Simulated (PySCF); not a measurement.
## TaHCl + 3 HCl → TaH₄ + 2 Cl₂

Level: PBE0 in the def2-TZVP basis family, computed in PySCF with density fitting; scalar-relativistic core potentials for atoms from Rb on, none lighter, no spin–orbit coupling; open shells unrestricted.

```csv
species,state and structure,ZPE (kJ/mol),H(298 K) − H(0) (kJ/mol),S° (J/(mol K))
TaHCl,"quartet, Cs, Ta–Cl 2.282 Å, Ta–H 1.801 Å; Cl–Ta–H 132.0°",15.3,11.7,289.2
HCl,"singlet, C∞v, H–Cl 1.279 Å",17.9,8.7,186.6
TaH₄,"doublet, D2d, Ta–H 1.771 Å (×4); H–Ta–H 106.3° (×2), H–Ta–H 111.1° (×4)",61.2,12.5,255.0
Cl₂,"singlet, D∞h, Cl–Cl 1.982 Å",3.5,9.1,222.5
```

**Question.** Is the gas-phase reaction uphill or downhill in electronic energy at this level, and by how much?

**Answer.** At PBE0/def2-TZVP, ΔE = 399.9 kJ/mol, uphill. 

**Question.** Add zero-point, thermal and entropy terms for 298.15 K and 1 bar.

**Answer.** ΔZPE = -0.8 and Δ[H(298) − H(0)] = -7.1 kJ/mol give ΔH° = 392.0 kJ/mol. ΔS° = -149.0 J/(mol K), so ΔG° = 392.0 − 298.15 × (-0.1490) = 436 kJ/mol.

Spin–orbit coupling can matter for TaHCl, TaH₄ and is left out. Open d or f shells are single determinants, so the state found may not be the ground state. Each species is the lowest minimum found with this bonding; other isomers or fragments can lie lower.
